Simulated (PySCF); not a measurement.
SMILES [F][AlH][c]1ccccc1 (C6H6AlF), PBE0/def2-SVP optimised geometry.

```
14

Al    -2.47     0.00     0.00
F     -3.23    -1.49     0.00
H     -3.38     1.29     0.00
C     -0.53     0.00     0.00
C      0.20    -1.21     0.01
C      1.59    -1.20     0.01
C      2.29     0.01    -0.01
C      1.58     1.22    -0.02
C      0.19     1.20    -0.01
H     -0.33    -2.16     0.02
H      2.14    -2.15     0.02
H      3.38     0.02    -0.01
H      2.12     2.16    -0.03
H     -0.35     2.16    -0.02
```

Density from PBE0/def2-TZVP run with PySCF at that geometry.

Minimum of the electron density along straight lines between bonded atoms, close to the bond critical point (lines longer than 1.1 times the sum of covalent radii, or with two minima, are not listed):

```tsv
bond	length / Å	ρ at the minimum / e bohr⁻³	∇²ρ there / e bohr⁻⁵	position (fraction from the first atom)
Al1–F2	1.669	0.107	0.86	0.43
Al1–H3	1.581	0.084	0.20	0.50
Al1–C4	1.937	0.091	0.29	0.40
C4–C5	1.408	0.306	-0.87	0.49
C5–C6	1.394	0.317	-0.93	0.50
C6–C7	1.395	0.316	-0.93	0.50
C7–C8	1.395	0.316	-0.93	0.50
C4–C9	1.407	0.306	-0.87	0.49
C8–C9	1.394	0.316	-0.93	0.50
C5–H10	1.095	0.281	-0.99	0.65
C6–H11	1.093	0.280	-0.98	0.65
C7–H12	1.093	0.280	-0.99	0.65
C8–H13	1.093	0.280	-0.98	0.65
C9–H14	1.096	0.279	-0.97	0.65
```
